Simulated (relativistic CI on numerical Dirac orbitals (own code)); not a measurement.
Rb4+: from the plainest model towards the measured levels

Calculated with a relativistic CI code on KLI orbitals (one set per configuration, finite nucleus), adding one ingredient at a time: step 1, Dirac-Coulomb, each configuration alone; step 2, with Breit and QED terms; step 3, with configuration mixing; step 4, with scaled Slater integrals (0.85); step 5, with a P86 correlation estimate; step 6, tied to the ionisation limit. P86 is a density functional for the correlation energy, evaluated here for each configuration and added to its levels. Step 6 is semi-empirical: configurations made of the next ion and one excited electron move by -9678 cm⁻¹, so that their limit matches the tabulated ionisation energy, and those with a non-penetrating f or g electron also take the P86 value of the least penetrating other one.

Configurations in the expansion (outside the closed core [Ar] 3d10): 4s2 4p3, 4s 4p4, 4s2 4p2 5s, 4s2 4p2 4d, 4p5, 4s 4p3 4d, 4s2 4p2 4f, 4s2 4p2 5p, 4s 4p3 4f, 4s2 4p2 5d, 4s2 4p2 6s, 4s2 4p2 6p, 4p4 4d, 4s2 4p 4d2, 4s2 4d2 5s, 4s2 4d3, 4s 4p 4d3, 4s2 4d2 4f, 4s2 4d2 5p, 4p3 4d2, 4p2 4d2 5s, 4p2 4d3, 4p2 4d2 4f, 4p2 4d2 5p.

Computed minus measured energy above the ground level, in cm⁻¹, for 8 of the 15 excited levels that pair in every step (one J of a term; a digit in brackets numbers repeated terms):

```
Configuration  Term    J  Measured  Step 1  Step 2  Step 3  Step 4  Step 5  Step 6
      4s2 4p3   2D°  3/2     18639    4741    4777    2994    -258    -239    -256
      4s2 4p3   2P°  1/2     34794    7250    7225    3362   -1462   -1447   -1454
       4s 4p4    4P  5/2    135926    5527    5295    3841    5996    6574    5586
       4s 4p4    2D  3/2    167063   24481   24203    6043    5069    5843    3683
   4s2 4p2 5s    4P  3/2    266420    -436    -485   11459    6340   11383    1748
   4s2 4p2 5s    2P  1/2    268680    3561    3531   16646    9726   14684    5102
   4s2 4p2 5s    2D  5/2    285920    3415    3269   15184    7450   12524    2889
   4s2 4p2 5s    2S  1/2    307390    7672    7528   15502    5068   10144     582
```

Mean absolute errors in cm⁻¹, over all paired levels and for the configurations:

```
Configuration, levels  Step 1  Step 2  Step 3  Step 4  Step 5  Step 6
              all, 15    7183    7054    8058    4904    7132    2807
           4s2 4p3, 4    5897    5860    3063     828     811     823
            4s 4p4, 5   13158   12862    4664    5585    6242    4782
        4s2 4p2 5s, 6    3062    3009   14217    7054   12089    2483
```

Measured levels: Sansonetti, J. Phys. Chem. Ref. Data 35, 301 (2006).

The mean absolute error is lowest at step 6 (2807 cm⁻¹), and the largest single drop is from step 5 to 6 (7132 to 2807). Terms of the ground configuration are off by 5897 at first, 3063 with mixing and 828 after scaling, which stands in for the correlation that narrows term splittings. Mixing lowers the ground level by 13355; relative to it the configurations that move most are 4s2 4p2 5s by +11411, 4s 4p4 by -8198. The P86 estimate moves 4s2 4p2 5s by +5035, 4s 4p4 by +657, and takes the mean absolute error of the excited configurations from 6386 to 9431; it adds to levels that were already too high. Step 6 takes that error from 9431 to 3528; the error more than halves for 4s2 4p2 5s.
